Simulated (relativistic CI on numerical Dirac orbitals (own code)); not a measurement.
Fe3+ in a cubic cluster: 3p photoemission with charge transfer

Computed with a charge-transfer multiplet model of a cubic metal-ligand cluster with up to one ligand hole, Slater and spin-orbit integrals from Dirac-Coulomb-Breit ions, Slater integrals scaled by 0.8. The ground state mixes d5 with configurations of k ligand holes L, whose averages lie at kΔ + k(k − 1)U_dd/2; a core hole lowers each added d electron by U_cd. 300 K, Lorentzian 0.9 eV and Gaussian 0.8 eV FWHM.

Atomic integrals in eV (Slater integrals scaled, ζ unscaled), ground: F2dd 9.587, F4dd 5.993, zeta_d 0.056; with the core hole: F2dd 10.399, F4dd 6.537, zeta_d 0.062, zeta_core 1.048, F2cd 10.932, G1cd 13.464, G3cd 8.268.

Cluster parameters (eV): Δ = 2.4, U_dd = 6.8, 10Dq = 1.25, 10Dq(ligand) = 0.3, V(eg) = 1.85, V(t2g) = -0.93, final-state hopping factor = 0.8.

Weights, n_d and S are thermal averages at 300 K. Binding energies count from the first peak over 30 % of the highest in each spectrum, which can be another peak from case to case. The parameters are a model scan and need not match a compound or its usual spin state. Peaks in eV (height, largest 100): 0.0 (100), 5.2 (99), 7.2 (29), 9.4 (32), 17.6 (12), 20.0 (38), 26.7 (57).

Q: Which parameters give this spectrum?
A. U_cd = 8.9 eV
B. U_cd = 8.3 eV
C. U_cd = 7.7 eV

A: A. U_cd = 8.9 eV; the ground state then has 5.18 d electrons and S = 2.50. The choice follows from running the model for each set and comparing peak positions and heights. The space is cut while the next configuration still counts.
